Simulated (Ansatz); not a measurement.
Computed with Ansatz on PBE0-D4/def2-TZVP structures; ΔE is electronic, products minus reactants. CCSD(T)/CBS adds triple-zeta CCSD(T) − MP2 to the extrapolated MP2 energy (def2 sets, frozen cores). This one scheme is used for every species. DFT in def2-TZVPP. B3LYP here is the variant with VWN-RPA as its local correlation; programs differ in this. Elements past krypton have def2 core potentials. For Sn outer-core shells are correlated without core-valence functions, which leaves a few kJ/mol of doubt a bond. Each species was taken in one conformer, which may not be the lowest.

`CO[SiH](N)[SiH3]` + `N=[CH][SnH3]` → `[SiH3]/N=[CH]\[SnH3]` + `CO[SiH2]N`  (cleavage of the Si–Si bond)

**Question.** Is it downhill or uphill in electronic energy at CCSD(T)/CBS, and by how much? (An estimate is asked.)

**Answer.** Computed: Downhill: ΔE = -41.6 kJ/mol.

**Question.** What do these levels give: PBE-D4, r2SCAN-D4, B3LYP-D4, ωB97X-V, B2PLYP, PBE, r2SCAN, PBE0, B3LYP, SCS-MP2/def2-TZVPP, CCSD/def2-TZVPP, SCS-MP2/def2-QZVPP? (An estimate is asked.)

**Answer.** Ansatz gave: PBE-D4 -27.3, r2SCAN-D4 -39.1, B3LYP-D4 -43.3, ωB97X-V -36.4, B2PLYP -46.4, PBE -27.5, r2SCAN -39.3, PBE0 -30.1, B3LYP -43.4, SCS-MP2/def2-TZVPP -50.1, CCSD/def2-TZVPP -40.2, SCS-MP2/def2-QZVPP -51.5 kJ/mol.

Largest T1 diagnostic among the species: 0.015.

In def2-TZVPP, CCSD(T) changes the Hartree–Fock value by +13.7 kJ/mol (the triples alone add +0.5 kJ/mol) and MP2 by +3.7 kJ/mol.
